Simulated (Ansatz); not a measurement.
```yaml
crystal:
  periodic: [false, false, false]
  atoms:
    - {symbol: Zn, position_ang: [-1.458313, 1.493100, 0.164022]}
    - {symbol: Zn, position_ang: [-1.169949, -1.256898, -0.431056]}
    - {symbol: Zn, position_ang: [1.430593, 1.041468, 0.081917]}
    - {symbol: Zn, position_ang: [-0.343374, 0.651684, -2.107083]}
    - {symbol: Zn, position_ang: [1.457367, -1.575968, 0.611690]}
    - {symbol: Zn, position_ang: [-0.213757, -0.105210, 2.079818]}
    - {symbol: O, position_ang: [-0.349189, -1.896817, 1.107138]}
    - {symbol: O, position_ang: [-1.465347, 1.209973, 1.961285]}
    - {symbol: O, position_ang: [-2.024075, 0.206598, -1.233804]}
    - {symbol: O, position_ang: [1.744050, -0.750942, -1.123027]}
    - {symbol: O, position_ang: [0.479812, -1.088886, -1.855018]}
    - {symbol: O, position_ang: [0.198898, 2.021051, -0.905039]}
    - {symbol: O, position_ang: [1.713284, 0.050856, 1.649168]}
basis:
  gaussian: {orbitals: def2-TZVP}
magnetization: {spin_polarized: true, initial_magnetization: 2}
hamiltonian: {xc: pbe0, dispersion: d4}
scf: {omitted_lower_state_checks: [starts]}
output: {orbitals: {seedname: orbitals}}
```

```sh
$ ansatz run in.yaml --threads 6 --pin off --events-out ev --progress --plain --max-ram 7833MiB
```

(1) Does this run fit into the memory that it is given?

Results:

(1) No. It has 505 basis functions, and Ansatz plans for 12 GiB where 8 GiB are given.
